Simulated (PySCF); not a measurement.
Compound: CH₉BGe₂O₂.
Structure used (PBE0-D3(BJ)/def2-SVP), in Å, numbered top down from 1:
```
atom  x, y, z in Å
O1    -2.310    0.897    0.501
B2    -2.184   -0.456    0.595
O3    -2.996   -1.251    1.338
Ge4   -0.627   -1.306   -0.483
C5     0.812    0.021   -0.663
Ge6    1.634    0.493    1.043
H7    -3.025    1.284    1.020
H8    -3.703   -0.793    1.810
H9    -0.067   -2.569    0.207
H10   -1.092   -1.733   -1.895
H11    1.590   -0.345   -1.350
H12    0.373    0.931   -1.103
H13    0.558    0.973    2.038
H14    2.337   -0.737    1.653
H15    2.678    1.617    0.873
```

Level: CAM-B3LYP/def2-SVPD in PySCF, non-relativistic, on one gas-phase PBE0-D3(BJ)/def2-SVP geometry that isn't relaxed in the solvent. The solvent is an IEF-PCM continuum (van der Waals radii × 1.2), and excitations are vertical TDDFT with non-equilibrium linear response and a frozen core. The model holds no explicit solvent molecules, cavitation or dispersion. Spin–orbit coupling is left out although an atom past zinc is present.

Gas-phase singlets (H = HOMO, L = LUMO):

```
state  E (eV)  λ (nm)      f  leading configurations
   S1   6.875     180  0.024  H→L+1 61%, H-1→L+1 17%
   S2   7.010     177  0.180      H→L 68%, H-1→L 26%
   S3   7.397     168  0.009  H-1→L+1 49%, H→L+1 21%
   S4   7.567     164  0.011      H-1→L 41%, H→L 15%
   S5   7.763     160  0.048    H→L+2 46%, H→L+3 18%
```

Task: Give the list for acetonitrile (ε = 35.69), n² = 1.81.

Result: 
```tsv
state	E (eV)	λ (nm)	f	leading configurations	change by rank (eV)
S1	6.851	181	0.035	H→L+1 72%	-0.024
S2	7.335	169	0.133	H→L 80%	+0.325
S3	7.462	166	0.020	H-1→L+1 61%, H-1→L 21%	+0.065
S4	7.700	161	0.038	H→L+3 63%, H→L+2 9%	+0.133
S5	7.803	159	0.025	H-1→L 29%, H-1→L+3 18%	+0.040
```

Task: How do the frontier levels move from gas to acetonitrile?

Result: 
| orbital | gas (eV) | solvent (eV) | change (eV) | Löwdin shares, gas | Löwdin shares, solvent |
| --- | --- | --- | --- | --- | --- |
| LUMO+2 | 1.32 | 1.40 | +0.08 | Ge6 24 %, Ge4 13 %, O1 11 %, O3 11 % | Ge6 43 %, H14 9 %, H13 8 %, B2 7 % |
| LUMO+1 | 0.95 | 1.04 | +0.09 | Ge4 20 %, B2 18 %, Ge6 14 %, O3 10 % | B2 20 %, Ge4 20 %, O3 12 %, Ge6 10 % |
| LUMO | 0.11 | 0.68 | +0.57 | B2 30 %, O1 19 %, O3 18 %, H7 12 % | B2 35 %, O1 12 %, O3 11 %, Ge6 9 % |
| HOMO | -9.34 | -9.27 | +0.07 | Ge4 26 %, C5 24 %, B2 17 %, Ge6 7 % | Ge4 29 %, B2 22 %, C5 18 %, O3 8 % |
| HOMO-1 | -9.46 | -9.47 | -0.01 | Ge4 24 %, C5 20 %, H10 17 %, Ge6 13 % | C5 27 %, Ge4 21 %, Ge6 16 %, H10 16 % |
| HOMO-2 | -10.02 | -10.07 | -0.05 | Ge4 24 %, H9 22 %, C5 18 %, Ge6 10 % | Ge4 22 %, H9 20 %, C5 20 %, Ge6 12 % |
| HOMO-3 | -10.45 | -10.51 | -0.06 | Ge6 39 %, H14 24 %, H13 22 %, C5 7 % | Ge6 38 %, H13 24 %, H14 22 %, C5 7 % |

The HOMO–LUMO gap goes from 9.45 to 9.95 eV. Rows go by rank; for LUMO and LUMO+2 the atom shares or the degeneracy differ between the runs, so the row needn't follow one orbital.

The run took 70 s wall on an Arm Neoverse V1 with one thread, shared host with 64 logical CPUs at a one-minute load of 54, and the process peaked at 1.4 GiB of memory. This is the whole response run at CAM-B3LYP/def2-SVPD in acetonitrile, SCF included.
